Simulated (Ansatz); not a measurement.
Cl3GeH, SMILES `[Cl][GeH]([Cl])[Cl]`. Charge 0, multiplicity 1. The structure was optimised at the PBE0-D4/def2-TZVP level.

```xyz
5

Cl   -1.949   -0.446    0.578
Ge    0.085   -0.076    0.082
Cl    0.381   -0.575   -1.964
Cl    0.473    1.999    0.333
H     1.009   -0.902    0.971
```

What is the dipole moment at r2SCAN/def2-TZVPP? (An estimate is asked.)

Computed: 1.42 D, with components (0.86, -0.77, 0.83) D in this frame, pointing from negative to positive charge.

And with PBE, B3LYP, ωB97M-V? (An estimate is asked.)

Computed: PBE 1.35 D, B3LYP 1.42 D, ωB97M-V 1.44 D.

Give the Mulliken charges with r2SCAN, B3LYP, PBE in def2-TZVPP. (Estimate.)

Ansatz gave: 
```csv
atom,r2SCAN,B3LYP,PBE
Cl1,-0.26,-0.25,-0.23
Ge2,0.74,0.70,0.65
Cl3,-0.26,-0.25,-0.23
Cl4,-0.26,-0.25,-0.23
H5,0.04,0.05,0.04
```

B3LYP here is the variant with VWN-RPA as its local correlation; programs differ in this.
